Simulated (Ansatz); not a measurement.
Species: sum formula AlH₂F (charge 0, singlet). 
Coordinates optimised at B3LYP-D3(BJ)/def2-TZVP (Ansatz, a quantum-chemistry and plane-wave program):
```xyz
4

F      1.0774    -0.1894    -0.0104
Al    -0.5530     0.0972     0.0053
H     -1.4963    -1.1576     0.0018
H     -1.0116     1.5985     0.0224
```
Charge 0, spin multiplicity 1.

Basis-set convergence of Hartree-Fock and CCSD(T) correlation energies (hartree) with Ansatz. Cores are frozen in the correlated levels unless marked. No spin-orbit coupling. No relativistic terms.

```json
[
 {"basis": "cc-pV(D+d)Z", "functions": "47", "E(HF)": "-342.58615", "E(corr, CCSD(T))": "-0.27915"},
 {"basis": "cc-pV(T+d)Z", "functions": "97", "E(HF)": "-342.63392", "E(corr, CCSD(T))": "-0.36282"},
 {"basis": "cc-pV(Q+d)Z", "functions": "179", "E(HF)": "-342.64738", "E(corr, CCSD(T))": "-0.39188"},
 {"basis": "cc-pV(5+d)Z", "functions": "301", "E(HF)": "-342.65015", "E(corr, CCSD(T))": "-0.40244"}
]
```

Extrapolating the two largest sets (X = 4 and 5) as X^-3: E(corr) = (125·(-0.40244) - 64·(-0.39188))/61 = -0.4135 Eh, an estimate of the basis-set limit. The largest set recovers 97.3 % of it, the smallest 67.5 %.
